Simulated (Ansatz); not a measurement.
Computed with Ansatz on PBE0-D4/def2-TZVP structures; ΔE is electronic, products minus reactants. CCSD(T)/CBS is the MP2 limit (def2-TZVPP, def2-QZVPP) plus CCSD(T) − MP2 in def2-TZVPP, frozen cores. Functionals use def2-TZVPP. For Na outer-core shells are correlated without core-valence functions, which leaves a few kJ/mol of doubt a bond. One conformer a species, not always the lowest.

Consider the redistribution: `[NH2][Na]` + `OB([SiH3])CF` → `[OH][Na]` + `NB([SiH3])CF`.

```json
{"species": "`[NH2][Na]`", "ωB97M-V energy (Eh)": "-218.21316"}
{"species": "`OB([SiH3])CF`", "ωB97M-V energy (Eh)": "-531.15516"}
{"species": "`[OH][Na]`", "ωB97M-V energy (Eh)": "-238.12235"}
{"species": "`NB([SiH3])CF`", "ωB97M-V energy (Eh)": "-511.27699"}
```

(1) Work out ΔE.

Largest T1 diagnostic among the species: 0.013.

## Answers

(1) ΔE = (-238.12235) + (-511.27699) − (-218.21316) − (-531.15516) = -0.03102 Eh = -81.4 kJ/mol. CCSD(T)/CBS gives -85.4 kJ/mol.

In def2-TZVPP, CCSD(T) changes the Hartree–Fock value by −3.1 kJ/mol (the triples alone add +0.4 kJ/mol) and MP2 by −8.2 kJ/mol. From PBE to PBE0 (25 % exact exchange), in def2-TZVPP and without D4, ΔE moves by −3.7 kJ/mol.
